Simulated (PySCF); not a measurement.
C2H10BNSi.
Atom-mapped SMILES: `[CH3:1][B:2]([CH3:3])[SiH2:4][NH2:5]` (hydrogens: H6, H7, H8 on C1; H9, H10, H11 on C3; H12, H13 on Si4; H14, H15 on N5)

Computed by this run: PBE0-D3(BJ)/def2-SVP geometry optimisation, gas phase (PySCF 2.14.0); density fitting, grid level 1; the optimiser is geomeTRIC in internal coordinates, started from a GFN2-xTB structure with every atom displaced at random (about 0.01 Å).

Geometry at step 0:
```
atom  x, y, z in Å
C1     -1.6572    0.6590    0.9787
B2     -0.5746   -0.0650    0.1369
C3     -1.0243   -0.8844   -1.1394
Si4     1.3537    0.0069    0.6738
N5      2.2838    0.1204   -0.7724
H6     -1.6574    1.7456    0.6937
H7     -2.6848    0.3378    0.7909
H8     -1.4829    0.6676    2.0435
H9     -1.9596   -0.5755   -1.5435
H10    -0.2589   -0.8992   -1.9114
H11    -1.1314   -1.9247   -0.8077
H12     1.8515   -1.2215    1.3136
H13     1.6333    1.0823    1.6446
H14     2.0090    0.8144   -1.4469
H15     3.2845    0.1190   -0.6617
```

Task: What forces act on the atoms?

Result: 
```json
{"atom": "C1", "Fx (eV/Å)": "-0.413", "Fy (eV/Å)": "0.783", "Fz (eV/Å)": "-0.409"}
{"atom": "B2", "Fx (eV/Å)": "-0.605", "Fy (eV/Å)": "-0.401", "Fz (eV/Å)": "-0.342"}
{"atom": "C3", "Fx (eV/Å)": "1.288", "Fy (eV/Å)": "0.272", "Fz (eV/Å)": "0.829"}
{"atom": "Si4", "Fx (eV/Å)": "-0.027", "Fy (eV/Å)": "-0.053", "Fz (eV/Å)": "-0.196"}
{"atom": "N5", "Fx (eV/Å)": "0.143", "Fy (eV/Å)": "-0.157", "Fz (eV/Å)": "-0.352"}
{"atom": "H6", "Fx (eV/Å)": "0.216", "Fy (eV/Å)": "-0.413", "Fz (eV/Å)": "0.018"}
{"atom": "H7", "Fx (eV/Å)": "-0.278", "Fy (eV/Å)": "-0.227", "Fz (eV/Å)": "-0.083"}
{"atom": "H8", "Fx (eV/Å)": "0.211", "Fy (eV/Å)": "0.015", "Fz (eV/Å)": "0.821"}
{"atom": "H9", "Fx (eV/Å)": "-1.206", "Fy (eV/Å)": "0.362", "Fz (eV/Å)": "-0.486"}
{"atom": "H10", "Fx (eV/Å)": "0.319", "Fy (eV/Å)": "-0.094", "Fz (eV/Å)": "-0.390"}
{"atom": "H11", "Fx (eV/Å)": "-0.036", "Fy (eV/Å)": "-0.332", "Fz (eV/Å)": "0.153"}
{"atom": "H12", "Fx (eV/Å)": "-0.009", "Fy (eV/Å)": "-0.520", "Fz (eV/Å)": "0.397"}
{"atom": "H13", "Fx (eV/Å)": "0.006", "Fy (eV/Å)": "0.464", "Fz (eV/Å)": "0.467"}
{"atom": "H14", "Fx (eV/Å)": "-0.019", "Fy (eV/Å)": "0.276", "Fz (eV/Å)": "-0.315"}
{"atom": "H15", "Fx (eV/Å)": "0.410", "Fy (eV/Å)": "0.024", "Fz (eV/Å)": "-0.111"}
```

The largest, 1.56 eV/Å, acts on C3; the rms over all components is 0.441 eV/Å. The forces sum to zero within rounding, as they must for an isolated molecule in no field.

Task: Give the force on C3 in Eh/bohr and in nN.

Result: 1.556 eV/Å ÷ 51.422 = 0.03026 Eh/bohr, and 1.556 eV/Å × 1.602 = 2.49 nN.

Task: How far is this geometry from the end of the optimisation?

Result: 0.159 eV above it, and 0.308 Å rms away after alignment. The bonds farthest from their final lengths, with half the difference of the two atoms' forces along the bond (positive lengthens):

```json
{"bond": "C3–H9", "now (Å)": "1.065", "final (Å)": "1.102", "force along bond (eV/Å)": "+1.36"}
{"bond": "Si4–H13", "now (Å)": "1.476", "final (Å)": "1.512", "force along bond (eV/Å)": "+0.41"}
{"bond": "Si4–H12", "now (Å)": "1.472", "final (Å)": "1.503", "force along bond (eV/Å)": "+0.33"}
{"bond": "B2–Si4", "now (Å)": "2.003", "final (Å)": "2.030", "force along bond (eV/Å)": "+0.30"}
{"bond": "Si4–N5", "now (Å)": "1.723", "final (Å)": "1.746", "force along bond (eV/Å)": "+0.11"}
{"bond": "C1–H8", "now (Å)": "1.079", "final (Å)": "1.101", "force along bond (eV/Å)": "+0.65"}
```

The angle farthest from its final value is B2–Si4–H12, 114.3° against 109.5°.

Of the 6 listed bonds off by 0.010 Å or more, this force points towards the final length in 6.

The cost below is that of the whole optimisation. Time: 57 s wall; peak memory 0.52 GiB. Hardware: one thread, Arm Neoverse V1 (aarch64), no GPU, shared host.
